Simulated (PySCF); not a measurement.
## Computed structure and properties of [Tb(HCN)]3+

System: [Tb(HCN)]3+ (singlet in the valence; each metal's 4f electrons, 8 of them, lie in its core potential, out of spins and levels); start: template (C∞v). Method: PySCF 2.14.0, RKS PBE0, Tb lcecp-1-SVP with ECP54, N def2-SVP, C def2-SVP, H def2-SVP; non-relativistic Hamiltonian with scalar-relativistic core potentials where named; density fitting; no spin-orbit coupling.

Input of the relaxation:

```python
mol = gto.M(atom='''
Tb     0.00000     0.00000    -0.45303
N      0.00000     0.00000     2.06697
C      0.00000     0.00000     3.22697
H      0.00000     0.00000     4.29697''',
    basis={'Tb': 'lcecp-1-SVP', 'N': 'def2-SVP', 'C': 'def2-SVP', 'H': 'def2-SVP'},
    ecp={'Tb': 'lcecp-1-SVP'},
    charge=3, spin=0)
mf = dft.RKS(mol, xc='PBE0')
mf.grids.atom_grid = (50, 194)  # f atoms: unpruned, at least (60, 302)
mf = mf.density_fit()  # fitting sets: Tb AutoAux, N def2-universal-JKFIT, C def2-universal-JKFIT, H def2-universal-JKFIT
mf.conv_tol = 1e-08; mf.max_cycle = 55
mf.kernel(dm0)  # dm0: converged density of the start geometry
# quasi-Newton relaxation in Cartesian coordinates to a largest gradient under 0.00045 Eh/bohr, steps kept in the point group
```

Run from Python with OMP_NUM_THREADS=2; the lines above give its settings. Where DIIS fails, smearing, a level shift and second-order steps follow.
It took 10 s on 2 threads of Arm Neoverse V1, on a shared host, from the converged density of the start.

Course of the relaxation:

| step | energy above end (eV) | largest force component within the symmetry (eV/Å) |
| --- | --- | --- |
| 0 | 0.4440 | 2.252 |
| 1 | 0.1834 | 1.751 |
| 2 | 0.0485 | 1.149 |
| 3 | 0.0055 | 0.363 |
| 4 | 0.0003 | 0.094 |
| 5 | 0.0000 | 0.045 |
| 6 | 0.0000 | 0.026 |
| 7 | 0.0000 | 0.004 |

Relaxed geometry (C∞v):

```xyz
4

Tb    0.0000    0.0000   -0.2431
N     0.0000    0.0000    1.9774
C     0.0000    0.0000    3.1437
H     0.0000    0.0000    4.2599
```

| contact | Å |
| --- | --- |
| Tb1–N2 (HCN) | 2.221 |

On the finer grid (75, 302):

- HOMO: -27.06 eV
- LUMO: -19.85 eV
- Dipole about the centre of mass: 4.87 D
- Set of Mulliken populations of Tb1 outside the core potential: s 2.07, p 6.04, d 0.36, f 0.02
- D3(BJ) dispersion energy (not in the energies): -0.085 eV

```
atom  Mulliken (e)  Löwdin (e)  spin (e)
 Tb1          2.50        2.36      0.00
  N2         -0.19       -0.08      0.00
  C3          0.37        0.53      0.00
  H4          0.32        0.18      0.00
```

The 4f levels lie in the core potential and are missing. Their spin isn't counted.

On the grid (50, 194), as all that follows. Harmonic modes: a minimum; lowest 268 cm⁻¹ (negative: unstable), highest 3157 cm⁻¹, zero-point energy 0.495 eV.

Taking off one HCN (charge 0, singlet; the rest: singlet) in vacuum, both parts rigid, costs 5.77 eV; the small basis without counterpoise inflates it. Parting with an electron moved from the ligand to the metal can be far cheaper, even downhill.

Rigid scan of HCN along the line from its metal:

```json
{"distance to N2 (Å)": "1.92", "energy (eV)": "0.948"}
{"distance to N2 (Å)": "2.02", "energy (eV)": "0.364"}
{"distance to N2 (Å)": "2.12", "energy (eV)": "0.079"}
{"distance to N2 (Å)": "2.22", "energy (eV)": "0.000"}
{"distance to N2 (Å)": "2.32", "energy (eV)": "0.060"}
{"distance to N2 (Å)": "2.42", "energy (eV)": "0.211"}
{"distance to N2 (Å)": "2.62", "energy (eV)": "0.661"}
```

One start shape was tried, so this needn't be the lowest isomer.

An lcecp potential fixes the number of 4f electrons, so in runs with it no electron can move into or out of that shell.
